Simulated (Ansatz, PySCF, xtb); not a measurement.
Stretching the C1–H4 bond in N-methylmethanimine (SMILES C=NC) (multiplicity 1 held, fragments rigid). Energies count from the point at 1.092 Å.
Geometry at that point (charge 0, multiplicity 1):
| atom | x (Å) | y (Å) | z (Å) |
|---|---|---|---|
| C | 1.0907 | -0.3756 | -0.0039 |
| N | -0.0396 | 0.4998 | 0.2247 |
| C | -1.1803 | 0.1063 | -0.1344 |
| H | 1.8220 | 0.1452 | -0.6258 |
| H | 1.5768 | -0.5834 | 0.9517 |
| H | 0.8208 | -1.3261 | -0.4849 |
| H | -1.3608 | -0.8667 | -0.6118 |
| H | -2.0440 | 0.7482 | 0.0278 |

R- and RO- levels are restricted; in cc, def2 and unpolarised 6-31G sets they are followed outwards from rest. U- levels take the lowest unrestricted solution at each point, which mixes spins at long bonds. Active spaces are followed from a long bond inwards. Levels need not reach the same state.

Correlated levels freeze the cores. Rows in 6-31G* carry no dispersion term and start afresh at each structure (6-31G* with six Cartesian d functions).

The values were computed with Ansatz (Gaussian orbitals); PySCF for 6-31G* rows; xtb for the GFN methods. Values without a source in brackets are computed. The GFN methods have no spin term and hold the electronic entropy of 300 K.

```csv
level,energy at R = 3.495 Å (eV)
GFN2-xTB,5.463
U-HF/6-31G*,3.646
R-PBE/cc-pVTZ,5.689
U-B3LYP/6-31G*,4.735
R-B3LYP/cc-pVTZ,6.163
R-wB97X-V/cc-pVTZ,…
R-MP2/cc-pVTZ,…
"SC-NEVPT2 on CASSCF(2,2)/cc-pVTZ",4.714
"FIC-MRCISD on CASSCF(2,2)/cc-pVTZ",4.721
```

Fill in the missing entries.


- R-wB97X-V/cc-pVTZ, energy at R = 3.495 Å (eV): 7.199
- R-MP2/cc-pVTZ, energy at R = 3.495 Å (eV): 6.417

Doubts at one or more of the structures used: a spin-contaminated determinant (U-HF/6-31G*, U-B3LYP/6-31G*); a restricted determinant that unrestricted orbitals would lower (R-PBE/cc-pVTZ, R-B3LYP/cc-pVTZ, R-wB97X-V/cc-pVTZ, R-MP2/cc-pVTZ).

Ansatz is a quantum-chemistry and plane-wave program.
